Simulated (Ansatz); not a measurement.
Cost and result up the ladder for SiO4H4 (9 atoms). The state is a singlet with charge 0. Geometry: r2SCAN-D4/def2-SVP.

```xyz
9

Si   -0.599    0.258   -0.280
O     0.406   -1.596    0.234
O     0.897    0.804    0.365
O     0.521    2.213    0.142
O    -0.801    1.983   -0.430
H     0.615   -1.537    1.181
H    -1.662   -0.247    0.626
H    -0.653   -0.326   -1.644
H     1.277   -1.552   -0.195
```

Ansatz on 4 threads of INTEL XEON PLATINUM 8581C on a shared host. Times are rough, and most runs start from the orbitals of an earlier one. ωB97M-V/def2-TZVP serves as the yardstick here, not as an exact answer. Binding counts from free atoms at the same level (Si triplet, O triplet, H doublet; other spins of the atoms weren't run), without zero-point energy or a counterpoise term.

B3LYP takes the VWN-RPA correlation. Correlated methods freeze 9 core orbitals. The structure holds 2 bond(s) between oxygen atoms. Another isomer (singlet) lies 3.78 eV lower at PBE0-D4/def2-TZVP; other spin states weren't run for this one.

Correlated methods converge slowly with the basis.

```tsv
level	functions	binding energy per atom (eV)	difference from ωB97M-V/def2-TZVP (eV)
CCSD(T)/def2-TZVPP	222	3.12	-0.11
ωB97M-V/def2-TZVP	185	3.23	0.00
B3LYP-D4/def2-TZVP	185	3.19	-0.04
PBE-D4/def2-TZVP (with forces)	185	3.34	0.12
PBE0-D4/def2-TZVP	185	3.15	-0.07
r2SCAN-D4/def2-TZVP	185	3.23	0.00
```

(1) Estimate how long each takes.

## Answers

(1) PBE-D4/def2-TZVP (with forces) 1 s; PBE0-D4/def2-TZVP 1.2 s; B3LYP-D4/def2-TZVP 1.2 s; r2SCAN-D4/def2-TZVP 1.4 s; ωB97M-V/def2-TZVP 2.9 s; CCSD(T)/def2-TZVPP 96 s. On shared hardware such times vary by a factor of up to 3.
